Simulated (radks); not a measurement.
These are the eigenvalues of the occupied orbitals of an atom or ion with whole-number occupations (hartree). Calculated with a radial shooting solver on a logarithmic mesh with Libxc functionals: Dirac Kohn-Sham, BLYP, spin-unpolarised, spherical densities, point nucleus.

1s1/2: -2106.523
2s1/2: -353.8867
2p1/2: -337.0671
2p3/2: -303.3606
3s1/2: -79.49528
3p1/2: -72.11938
3p3/2: -65.04184
3d3/2: -52.43128
3d5/2: -50.88477
4s1/2: -15.88183
4p1/2: -12.93453
4p3/2: -11.33581
4d3/2: -6.48523
4d5/2: -6.19392
5s1/2: -2.04061
5p1/2: -1.22877
5p3/2: -1.01978
4f5/2: -0.35380
4f7/2: -0.31156
6s1/2: -0.15588
5d3/2: -0.07586

Which element is it, and in what charge state? The configuration may be excited. Open shells, if any, fill j = l - 1/2 first.

Answer. Z = 68, erbium, charge 0: Er in [Xe] 4f11 5d1 6s2. The list shows which subshells hold electrons but not how many an open one holds; the 1s level, -2106.5 hartree, gives Z - s = 64.9 by -(Z - s)^2/2, which with screening and relativity narrows Z to a few neighbours, and the depths of the outer levels then fix element, charge and occupations together.
